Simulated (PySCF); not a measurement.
Atoms are numbered as in `[CH3:1][CH2:2][BH:3][S:4][CH3:5]`. Each H is labelled by its parent atom.

Geometry: PBE0-D3(BJ)/def2-SVP; GIAO shifts from PySCF 2.14, gas phase, non-relativistic, averaged over equivalent atoms.

At mPW1PW91/pcSseg-1 (137 basis functions, 10 s wall time on 1 thread of an Arm Neoverse V1, shared host):
```tsv
atoms	δ (ppm)
C2	20.5
C5	19.7
C1	11.6
B3	74.3
S4	69.1
H(B3)	7.02
H(C5)	2.24
H(C2)	1.18
H(C1)	1.05
```

Chemical shifts δ = σref − σ; ¹³C (183.54 ppm), ¹H (31.32 ppm) vs TMS; BF3·OEt2 for ¹¹B (100.80 ppm); ³³S (492.68 ppm) vs CS2, all at this level.

Question: What do these become at CAM-B3LYP/pcSseg-1?

Answer: 
```csv
atoms,δ at CAM-B3LYP/pcSseg-1,change
C2,19.9,-0.6
C5,18.6,-1.1
C1,10.8,-0.8
B3,78.5,+4.2
S4,69.6,+0.5
H(B3),6.97,-0.05
H(C5),2.19,-0.05
H(C2),1.13,-0.05
H(C1),1.06,+0.01
```

Chemical shifts δ = σref − σ; ¹³C (σ = 182.45 ppm), ¹H (σ = 31.33 ppm) vs TMS; ¹¹B (σ = 99.35 ppm) against BF3·OEt2; ³³S (σ = 487.21 ppm) vs CS2, all at this level.

The largest change is at B3 (boron bonded to C, S, H). Cost: 137 basis functions, 18 s wall time on 1 thread of an Arm Neoverse V1, shared host. The order of the carbon signals is the same at both levels.

A carbon bonded to boron is broadened by the quadrupolar boron nucleus and is often missing from a measured spectrum.
